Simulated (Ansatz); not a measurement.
Relaxed structures of BSiH3O2, singlet (PBE0-D4/def2-TZVP; forces vanish, vibrations not checked; lower isomers may exist, and structures with a doubtful reference or unclear bonds are left out; Å). Computed with Ansatz 0.2.0 (basis: def2-TZVPP); correlated methods freeze the cores.

Rank them by CCSD(T) energy, lowest first, and give each one's height above the lowest. Links in brackets join atoms within 1.22 times the sum of their covalent radii (1.1 for two metals). (To be estimated.)
A.
BSiH₃O₂ ([OH][BH][O][SiH])
```
7
angstrom
O -1.8020 -0.8035 -0.5931
B -0.8014 0.0977 -0.7652
O 0.0889 0.2636 0.2353
Si 1.3078 -0.1673 1.2429
H -2.3964 -0.8411 -1.3446
H 1.0339 0.9199 2.2956
H -0.7035 0.7514 -1.7669
```
B.
BSiH₃O₂ ([BH2][O][Si][OH])
```
7
angstrom
O -1.7114 -0.9070 -0.8933
B 1.2554 0.3027 0.8402
O 0.2336 0.3829 -0.0217
Si -0.9950 0.5702 -1.0826
H -2.4925 -1.0480 -1.4346
H 1.0893 0.6574 1.9744
H 2.3119 -0.1141 0.4529
```
C.
BSiH₃O₂ ([O][B][O][SiH3])
```
7
angstrom
O -2.0696 -0.9494 -0.7142
B -0.9255 -0.7134 -0.3888
O 0.3128 -0.4864 -0.0436
Si 1.3613 0.6881 0.4917
H 1.4110 1.7730 -0.5142
H 0.8748 1.1999 1.7929
H 2.6752 0.0283 0.6330
```
D.
BSiH₃O₂ ([OH][B]1[O][SiH2]1)
```
7
angstrom
O -1.6821 -0.7478 -0.9516
B -0.5875 -0.3684 -0.2754
O 0.1384 -1.0299 0.6565
Si 0.9191 0.5104 0.4660
H -2.0006 -0.0790 -1.5611
H 0.9052 1.3211 1.7079
H 2.3075 0.3936 -0.0423
```

By the calculation: C (0.000 eV), B (0.887 eV), A (1.087 eV), D (1.362 eV). Heights count from the lowest.

T1 diagnostic: at most 0.016. The restricted Hartree–Fock reference is unstable towards an unrestricted one at one or more of these structures.

For scale, one of the runs: CCSD(T)/def2-TZVPP, 177 basis functions, launched by `ansatz run in.yaml --threads 2 --pin off --events-out ev --progress --plain --max-ram 4352MiB`. The run took 14 s on 2 CPU threads of an AMD EPYC 9R45 (shared host), with 1.6 GiB of host memory at its peak.
